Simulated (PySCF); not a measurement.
PySCF 2.14 output of an unrestricted LDA calculation on a single atom or ion in cc-pVDZ-X2C (5s4p2d, 27 functions), with scalar relativity by spin-free X2C-1e:

```
SCF conv_tol = 1e-09
number electrons alpha = 10  beta = 9
    P. A. M. Dirac.,  Math. Proc. Cambridge Philos. Soc. 26, 376 (1930)
    F. Bloch.,  Z. Phys. 57, 545 (1929)
    S. H. Vosko, L. Wilk, and M. Nusair.,  Can. J. Phys. 58, 1200 (1980)
cycle= 1 E= -600.466026962354  delta_E= -0.00121  |g|= 0.00113  |ddm|= 0.879
cycle= 2 E= -600.466031684871  delta_E= -4.72e-06  |g|= 0.000223  |ddm|= 0.0826
cycle= 3 E= -600.466031746494  delta_E= -6.16e-08  |g|= 9.91e-06  |ddm|= 0.00259
cycle= 4 E= -600.466031747147  delta_E= -6.53e-10  |g|= 2.04e-07  |ddm|= 0.00105
converged SCF energy = -600.466031747147  <S^2> = 0.75005805  2S+1 = 2.000058
```

The run itself started from symmetry-adapted Hartree-Fock orbitals and held the occupation by maximum overlap, on a logarithmic radial grid, so the iterations belong to that start.

Question: Which element, charge and spin multiplicity is this?

Answer: K (potassium, neutral), multiplicity 2; the state was [Ar] 4s1, 2S determinant.
